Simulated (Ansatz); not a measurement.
A series at Ge: from `[SH][GeH3]`, ligands are replaced one by one, each step taking up H₂S and setting free H₂; n counts the steps. Ansatz, PBE0-D4/def2-TZVP geometries. Each molecule was computed in one conformer, which needn't be the lowest.

CBS adds triple-zeta CCSD(T) − MP2 to the MP2 limit, frozen cores; atoms without spin–orbit coupling. Outer-core shells of Ge are correlated without core-valence functions. Scalar relativity is left out up to krypton. Spin–orbit coupling is left out.

```csv
n,molecule,"atomization energy, CCSD(T)/CBS (kJ/mol)"
0,`[SH][GeH3]`,1583.1
1,`[SH][GeH2][SH]`,1922.0
2,`[SH][GeH]([SH])[SH]`,2266.1
3,`[SH][Ge]([SH])([SH])[SH]`,?
```

Q: By hand: fit a straight line y = ȳ + b (n − n̄) to the 3 given rows and predict n = 3.

A: n̄ = 1.000, ȳ = 1923.73; Σ(n − n̄)(y − ȳ) = 683.00, Σ(n − n̄)² = 2.000, so b = 341.50 kJ/mol a step. Prediction: 1923.73 + (341.50) × (2.000) = 2606.7 kJ/mol.

Q: By hand: compare with the computed value, 2611.4 kJ/mol, and give the steps along the whole series.

A: The line misses by 4.7 kJ/mol (computed minus predicted). Steps: 338.9, 344.1, 345.3 kJ/mol.

The steps differ by at most 6.4 kJ/mol, 1.9 % of a mean step, so the ligands' effects nearly add and a line is close. The miss is 0.5 % of the series' range. The energies themselves are unsure by some kJ/mol a bond, though much of that is common to the series.
